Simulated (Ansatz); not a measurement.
`[F][Al]([F])[SiH3]`. Charge 0, multiplicity 1.

Z-matrix (Å, degrees):
```
Si
Al 1 2.431
H 1 1.488 2 109.6
H 1 1.486 2 111.0 3 -120.5
H 1 1.488 2 109.7 3 118.9
F 2 1.644 1 120.8 3 -59.9
F 2 1.643 1 122.2 3 120.1
```

Q: List the harmonic frequencies (cm⁻¹, unscaled) at PBE0-D4/def2-TZVP in Ansatz. (Best estimate.)

A: The calculation gave: 11, 119, 200, 220, 389, 465, 474, 784, 862, 910, 937, 937, 2217, 2227, 2236.
